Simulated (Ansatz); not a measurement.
Harmonic frequencies (cm⁻¹) at PBE0-D4/def2-TZVP from Ansatz: 179, 227, 301, 516, 558, 720, 872, 897, 964, 1014, 1124, 1310, 1468, 2068, 2716, 3129, 3179, 3204.

Each molecule was computed in one conformer, which needn't be the lowest.

Which molecule is it?
A. `C#CSC`
B. `[BH2][SnH]([OH])[F]`
C. `CC=C=S`
D. `C=C=CS`

D.
